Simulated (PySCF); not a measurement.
F4Se, charge -1, doublet, geometry from GFN2-xTB (a state made from the parent by changing its charge; the spin is typed, not shown lowest). Base run: B3LYP/def2-SVP (PySCF).

The PySCF input:
```python
from pyscf import gto, scf, dft

mol = gto.M(
    atom='''
Se   -0.000257    0.000685    0.132425
F     1.147607    1.568263   -0.130961
F     1.569159   -1.147982   -0.116094
F    -1.147122   -1.569557   -0.119176
F    -1.568674    1.146688   -0.134043
''',
    basis='def2-svp',
    charge=-1,
    spin=1,
    verbose=4,
)

mf = dft.UKS(mol)
mf.xc = 'b3lyp'
mf.kernel()
```

Each row names what was changed in the base input (with any setting that the change needs).

| change | ΔE vs base (µEh) | SCF cycles | <S^2> |
|---|---|---|---|
| base | 0.0 | 12 | 0.752 |
| damp = 0.5; diis_start_cycle = 5 | 0.0 | 12 | 0.752 |
| conv_tol = 1e-11 | 0.0 | 13 | 0.752 |
| init_guess = sap | 0.0 | 12 | 0.752 |
| conv_tol = 1e-4 | 2.8 | 6 | 0.752 |
| level_shift = 0.5 (with mf.max_cycle = 100) | 0.0 | 32 | 0.752 |
| level_shift = 0.1 (with mf.max_cycle = 100) | 0.0 | 14 | 0.752 |
| conv_tol_grad = 1e-7 | 0.0 | 16 | 0.752 |
| conv_tol_grad = 1e-3 | 0.0 | 12 | 0.752 |
| solver = newton; init_guess = 1e | 0.0 | - | 0.752 |
| init_guess = vsap | 0.0 | 11 | 0.752 |
| level_shift = 0.3 (with mf.max_cycle = 100) | 0.0 | 23 | 0.752 |
| init_guess = atom | 0.0 | 11 | 0.752 |

Open shells are given as the SCF converged; they aren't shown to be the lowest states, and a large step between rows can be another state.
